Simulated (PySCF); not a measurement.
Computed properties of GeH4O, SMILES [GeH3][OH]

Ge(H)3(OH) (GeH4O), SMILES [OH][GeH3]. The structure is a stationary point at PBE0-D3(BJ)/def2-TZVP. The values are those of a single conformer. All values are computed for the isolated molecule unless a solvent is named; none is compared with measurement here.

**Structure.** The optimised structure has Cs symmetry. All 12 harmonic modes at PBE0-D3(BJ)/def2-TZVP (PySCF) are real, so it is a minimum.

**Vibrations.** The strongest infrared lines (harmonic, unscaled, degenerate partners summed) lie at 2140 cm⁻¹ (163 km/mol, H 98 %), 706 cm⁻¹ (120 km/mol, O 77 %, Ge 20 %), 173 cm⁻¹ (99 km/mol, H 94 %). The softest mode is at 173 cm⁻¹ and the zero-point energy is 23.0 kcal/mol.

**Electronic structure.** r2SCAN/def2-TZVPD (PySCF) places the frontier levels at -7.25 and -0.56 eV, a gap of 6.69 eV, and gives a dipole moment of 1.42 D and a mean polarisability of 37.8 bohr³.

**Excitations.** TDDFT-M06-2X/def2-TZVPD (PySCF) has S1 at 6.86 eV (181 nm, f = 0.005, weak); the most intense of the 10 singlets computed lies at 9.24 eV (f = 0.18). T1 (TDA) is at 6.54 eV. No vertical singlet excitation falls in the visible range (under 3.1 eV).

**NMR.** GIAO shifts at HF/pcSseg-2 (PySCF) (non-relativistic, atoms alike by connectivity averaged): ¹H from 0.1 to 4.9 ppm against TMS.
